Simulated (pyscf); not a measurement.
**I–SiH•–I (SMILES I[SiH]I), doublet**

Gas-phase minimum from PySCF at ωB97X-D3(BJ)/def2-SVP, one conformer. 

```xyz
4

I      1.9828     0.0092    -1.5135
Si     0.3542     0.2247     0.2625
I      1.1824    -0.6916     2.3427
H     -0.8655    -0.5423    -0.1301
```
Charge 0, spin multiplicity 2.

Bonds (Å): I1–Si2 2.419, Si2–I3 2.419, Si2–H4 1.493. Angles (°): I1–Si2–I3 111.5, I1–Si2–H4 108.1, I3–Si2–H4 108.1.

Properties at ωB97X-D3(BJ)/def2-SVP:

| Item | Value |
|---|---|
| Harmonic wavenumbers, unscaled | 84, 348, 430, 579, 721, 2219 cm⁻¹ |
| Zero-point energy | 6.3 kcal/mol |
| Rotational symmetry number | 1 |
| Entropy of this conformer at 298 K and 1 atm, rigid rotor and harmonic oscillator, modes under 100 cm⁻¹ raised to 100 | 333.9 J/(mol K) |
| Dipole moment | 0.78 D |
| Spin expectation value S2 | 0.754 |

Single-point totals, which compare only within one level (frozen core for MP2 and CC):

| level | total energy (hartree) |
|---|---|
| ωB97X-D3(BJ)/def2-TZVP | -885.76058 |
| PBE/def2-TZVP | -885.38406 |
| r²SCAN/def2-TZVP | -885.76463 |
| B3LYP-D3(BJ)/def2-TZVP | -885.77537 |
| PBE0-D3(BJ)/def2-TZVP | -885.46826 |
| M06-2X/def2-TZVP | -885.37961 |
| ωB97M-D3(BJ)/def2-TZVP | -885.74994 |
| UHF/def2-TZVPP | -882.89359 |
| MP2/def2-TZVPP | -883.98340 |
| CCSD/def2-TZVPP | -883.93619 |
| CCSD(T)/def2-TZVPP | -883.96255 |

The CCSD(T) − MP2 part came from Ansatz, without density fitting, on the same reference. The frozen core leaves the outer d or s,p core shells of the metals and heavy elements correlated in the MP2 and CC values, and def2-TZVPP describes them poorly, so these totals are far from the basis limit. Elements past Kr carry the def2 core potentials, without spin-orbit coupling.
